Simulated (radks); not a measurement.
Results of a calculation; reference values are marked as such.
W IV, 71 electrons, occupied as [Xe] 4f14 5d2.75 5f0.25 (fractional occupations, a model configuration). Code: a radial shooting solver on a logarithmic mesh with Libxc functionals. Model: scalar-relativistic Kohn-Sham, LDA (Slater exchange, Perdew-Wang correlation), spin-unpolarised, spherical densities, finite nucleus; Fermi nuclear charge, rms radius 5.3658 fm.

Unscreened Slater integrals over Kohn-Sham orbitals (hartree).

| integral | value |
|---|---|
| F0(5f,5f) | 0.21119 |
| F2(5f,5f) | 0.11176 |
| F4(5f,5f) | 0.073180 |
| F6(5f,5f) | 0.053630 |
| F0(5f,5d) | 0.26582 |
| F2(5f,5d) | 0.078557 |
| F4(5f,5d) | 0.039762 |
| G1(5f,5d) | 0.060461 |
| G3(5f,5d) | 0.036300 |
| G5(5f,5d) | 0.025390 |
| F0(5f,4f) | 0.27610 |
| F2(5f,4f) | 0.018483 |
| F4(5f,4f) | 0.0055865 |
| F6(5f,4f) | 0.0032256 |
| G0(5f,4f) | 0.0049911 |
| G2(5f,4f) | 0.0048238 |
| G4(5f,4f) | 0.0034349 |
| G6(5f,4f) | 0.0025771 |
| F0(5f,5p) | 0.27101 |
| F2(5f,5p) | 0.049519 |
| G2(5f,5p) | 0.014502 |
| G4(5f,5p) | 0.0098416 |
| F0(5d,5d) | 0.52018 |
| F2(5d,5d) | 0.27232 |
| F4(5d,5d) | 0.18033 |
| F0(5d,4f) | 0.66859 |
| F2(5d,4f) | 0.15705 |
| F4(5d,4f) | 0.074132 |
| G1(5d,4f) | 0.060757 |
| G3(5d,4f) | 0.053009 |
| G5(5d,4f) | 0.041320 |
| F0(5d,5p) | 0.59652 |
| F2(5d,5p) | 0.29182 |
| G1(5d,5p) | 0.34603 |
| G3(5d,5p) | 0.21378 |
| F0(4f,4f) | 1.5230 |
| F2(4f,4f) | 0.73511 |
| F4(4f,4f) | 0.46350 |
| F6(4f,4f) | 0.33411 |
| F0(4f,5p) | 0.89227 |
| F2(4f,5p) | 0.28638 |
| G2(4f,5p) | 0.12694 |
| G4(4f,5p) | 0.10239 |
| F0(5p,5p) | 0.73022 |
| F2(5p,5p) | 0.39386 |

Derived for the open shells (J is the average intra-shell exchange parameter used in DFT+U). 5d: Racah B = F2/49 - 5 F4/441 = 0.003513 hartree, C = 35 F4/441 = 0.01431 hartree, C/B = 4.07, F4/F2 = 0.662, J = (F2 + F4)/14 = 0.03233 hartree. 5f: F4/F2 = 0.655, F6/F2 = 0.480, J = (286 F2 + 195 F4 + 250 F6)/6435 = 0.009268 hartree.
